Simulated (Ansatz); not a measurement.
Ansatz (a program for electronic structure) input (MP2/6-311+G**): The .json file is the Basis Set Exchange's 6-311+G**.

Ansatz 0.2 input:
```yaml
crystal:
  periodic: [false, false, false]
  atoms:
    - {symbol: O, position_ang: [1.12597235, 0.31349809, -0.45928207]}
    - {symbol: B, position_ang: [0.00766325, -0.00083978, 0.02086262]}
    - {symbol: O, position_ang: [-1.16366227, -0.30936783, 0.35667418]}
    - {symbol: H, position_ang: [2.03405412, -0.00587611, -0.34018973]}
    - {symbol: H, position_ang: [-1.77085104, -0.02296707, 1.05673972]}
basis:
  gaussian:
    orbitals: 6-311+G__.json
total_charge: 1
magnetization: {spin_polarized: false}
correlation: {method: mp2, electrons: outside_noble_gas}
```

Question: Predict the final energy.

Answer: -175.90340 Eh.
